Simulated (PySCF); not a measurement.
## Electronic absorption of C9H13F3

C₉H₁₃F₃.
Numbering: `[F:1][CH:2]([F:3])[C@@:4]12[CH2:5][CH2:6][CH2:7][C@@H:8]1[C@@H:9]([F:10])[CH2:11][CH2:12]2` (hydrogens: H13 on C2; H14, H15 on C5; H16, H17 on C6; H18, H19 on C7; H20 on C8; H21 on C9; H22, H23 on C11; H24, H25 on C12)

The calculation used TDDFT B3LYP/def2-SVPD, vertical, gas phase, core orbitals frozen in the response in PySCF. Isolated species at its PBE0-D3(BJ)/def2-SVP geometry (one conformer only).

Question: List the vertical singlet excitations with oscillator strengths and describe the spectrum.

Answer: 

```csv
state,E (eV),E (kJ/mol),λ (nm),f,"main configurations (H = HOMO, L = LUMO)"
S1,8.19,790,151.4,0.0042,"H→L (69%), H-1→L (27%)"
S2,8.24,795,150.4,0.0040,"H-1→L (68%), H→L (24%)"
S3,8.48,818,146.2,0.015,H-2→L (87%)
S4,8.54,824,145.1,0.0094,H-3→L (82%)
S5,8.59,829,144.3,0.0060,"H→L+1 (67%), H-1→L+1 (14%), H-3→L (8%)"
S6,8.64,834,143.5,0.017,"H-1→L+1 (59%), H→L+1 (19%), H-4→L (13%)"
S7,8.70,839,142.6,0.021,"H-4→L (70%), H-1→L+1 (21%)"
S8,8.75,844,141.7,0.055,H→L+2 (82%)
S9,8.85,854,140.1,0.029,H-2→L+1 (79%)
S10,8.86,854,140.0,0.013,"H→L+3 (34%), H-1→L+2 (31%), H-5→L (10%)"
```

Triplets (Tamm–Dancoff): T1 8.06 eV, H-1→L (66%), H→L (27%); T2 8.13 eV, H→L (62%), H-1→L (23%); T3 8.34 eV, H-1→L+1 (42%), H→L+1 (36%); T4 8.37 eV, H-2→L (74%).

The lowest singlet comes at 151 nm (790 kJ/mol) in the vacuum ultraviolet; it is very weak; its leading configuration is HOMO→LUMO (69%). The most intense listed level is S8 at 8.75 eV (142 nm, f = 0.055), 0.56 eV above S1. S9/S10 lie within about 0.01 eV of each other. Löwdin shares by element: HOMO carbon 33% or more, fluorine 7% or more (atoms not listed hold the other 60%); LUMO carbon 26% or more, hydrogen 9% or more (atoms not listed hold the other 65%). Of the 10 states listed, 6 reach f = 0.01 and none stays under 0.0005. The oscillator strengths of these states sum to 0.174; summed over the whole spectrum of an exact calculation they would give the number of electrons, 94 (Thomas–Reiche–Kuhn). Orbital energies (eV): HOMO-3 -9.14, HOMO-2 -9.04, HOMO-1 -8.86, HOMO -8.76, LUMO 0.23, LUMO+1 0.66, LUMO+2 0.80. No computed singlet lies in the visible range (380 to 750 nm); the lowest, at 151 nm, stands 4.93 eV above its violet end (3.26 eV). The window holds the lowest 10 singlets.
